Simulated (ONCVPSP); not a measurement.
## Before and after: ONCV potential for Re

ONCVPSP 4.0.1 input, shortened (lines: element, Z, core and valence counts, functional; n l f; lmax; l rc ep ncon nbas qcut; lloc lpopt rc5 dvloc0; l nproj debl; icmod fcfact rcfact), PBE, fully relativistic:

```
  Re 75.00   11    3        4      upf
    1    0    2.00
    2    0    2.00
    2    1    6.00
    3    0    2.00
    3    1    6.00
    3    2   10.00
    4    0    2.00
    4    1    6.00
    4    2   10.00
    4    3   14.00
    5    0    2.00
    5    1    6.00
    5    2    5.00
    6    0    2.00
    2
    0    2.50    0.00    4    8    2.70
    1    1.85    0.00    4    7    6.50
    2    2.35    0.00    4    9    7.80
    4    5    1.25    0.00
    0    2    2.40
    1    2    0.60
    2    2    1.90
    3    3.75    1.20
```

Open shells are filled in proportion to 2j + 1.

In the p channel the program set the typed energies aside and used -1.615, 0.250 Ha (j = l + 1/2; the other j can differ).

All-electron outer shells of the reference configuration (PBE, scalar-relativistic, ld1.x):

| shell | level (eV) | outermost node (bohr) | outermost maximum (bohr) |
| --- | --- | --- | --- |
| 5p | -47.01 | 0.56 | 1.06 |
| 4f | -42.31 | – | 0.41 |
| 6s | -5.94 | 1.24 | 2.57 |
| 5d | -5.37 | 0.62 | 1.41 |

Change: core correction Teter function, fcfact 6.8, rcfact 1.2.

Cutoffs: the cutoffs (Ha) at which the residual kinetic energy of the hardest occupied pseudo-wave falls to 1 and 0.1 mHa per electron; they do not see the model core or the augmentation charge, which bear on the density cutoff. Errors are all-electron minus pseudo energies relative to the spin-unpolarised reference configuration.

Question: What does the change do?

Answer: The potential gets neither clearly harder nor softer (16 Ha and 20 Ha → 16 Ha and 20 Ha); both files keep a bound ghost (s); the errors of the 4 common tests hardly move. A model core, the more so a compact one, raises the density cutoff, which this test does not measure.

```csv
quantity,base,changed
"cutoff, loose",16 Ha,16 Ha
"cutoff, tight",20 Ha,20 Ha
bound ghosts,s,s
GHOST(+) flags under 300 eV,s at 96.0 eV,s at 96.0 eV
"error for 5p6 5d5 6s1, meV [ΔE 9.26 eV]",-6.3,-6.5
"error for 5p6 5d5 6s0, meV [ΔE 25.58 eV]",-26,-27
"error for 5p6 5d4 6s0, meV [ΔE 52.70 eV]",+45,+44
"error for 5p6 5d5.5 6s1.5, meV [ΔE 0.38 eV]",-6.6,-6.7
s: phases at 2.54 bohr within 0.05 rad from the reference energy up to (Ha; the scan ends near 5),2.8,2.8
p3/2: phases at 1.88 bohr within 0.05 rad from the reference energy up to (Ha; the scan ends near 5),to the end of the scan,to the end of the scan
p1/2: phases at 1.88 bohr within 0.05 rad from the reference energy up to (Ha; the scan ends near 5),to the end of the scan,to the end of the scan
d5/2: phases at 2.39 bohr within 0.05 rad from the reference energy up to (Ha; the scan ends near 5),to the end of the scan,to the end of the scan
d3/2: phases at 2.39 bohr within 0.05 rad from the reference energy up to (Ha; the scan ends near 5),to the end of the scan,to the end of the scan
"rms error of d²Exc/dni dnj with the model core, mHa",5.08,4.28
```

 A true bound ghost makes a file unfit for plane-wave use even where its test errors are small: the radial tests pick states by their node count and pass the ghost by.
